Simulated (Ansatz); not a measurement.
H5NSSi2, SMILES `N[SiH]1[SiH2]S1`. Total charge 0; spin multiplicity 1.

Cartesian coordinates in Å:
```
N 1.5569 0.9874 0.0123
Si 0.4985 -0.2786 -0.4110
Si -1.4567 -0.6894 0.6045
S -1.3815 0.0952 -1.4060
H 1.2259 1.8009 0.5047
H 2.3430 1.2033 -0.5797
H 1.3084 -1.3248 -1.0720
H -2.0639 -2.0365 0.7392
H -2.0305 0.2424 1.6080
```

**Question.** List the harmonic frequencies (cm⁻¹, unscaled) at PBE0-D4/def2-TZVP in Ansatz. (An estimate is asked.)

**Answer.** Ansatz gave: 145, 215, 241, 379, 382, 438, 483, 569, 588, 608, 701, 758, 889, 922, 951, 1577, 2221, 2234, 2255, 3602, 3700.

**Question.** Is this a minimum?

**Answer.** Yes, all 21 modes are real.

**Question.** Give the ideal-gas thermochemistry at 298.15 K and 1 bar (rigid rotor, harmonic oscillator; point group C1, symmetry number 1).

**Answer.** Zero-point energy 142.7 kJ/mol; H(298) − E = 162.4 kJ/mol; entropy 331.6 J/(mol·K), of which translation 167.2, rotation 112.1, vibration 52.3; G(298) − E = 63.5 kJ/mol.
